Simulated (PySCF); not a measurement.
CH5ClO2Si, SMILES Cl[Si](O)(C)O. Geometry optimised at PBE-D3(BJ)/def2-SVP. The values are those of a single conformer.

Method: PySCF with PBE-D3(BJ)/def2-SVP.

Harmonic wavenumbers (cm⁻¹): 92, 126, 188, 198, 242, 257, 290, 350, 489, 693, 739, 751, 804, 825, 898, 943, 1228, 1375, 1378, 2988, 3091, 3097, 3763, 3772. Rotational constants (GHz): 3.565, 2.303, 2.201; symmetry number 1.

Problem. Work out the zero-point energy and the ideal-gas rigid-rotor harmonic-oscillator thermochemistry at 298.15 K and 1 atm.

Solution. ZPE = ½ Σ hcν = ½ × 28578 cm⁻¹ = 170.93 kJ/mol. H − E(el) = 194.42 kJ/mol. Entropy in J/(mol K): translation 167.66, rotation 114.13, vibration 81.05, total 362.84. G − E(el) = 86.24 kJ/mol. Cp = 119.45 J/(mol K). Modes under 150 cm⁻¹ make the vibrational entropy uncertain.
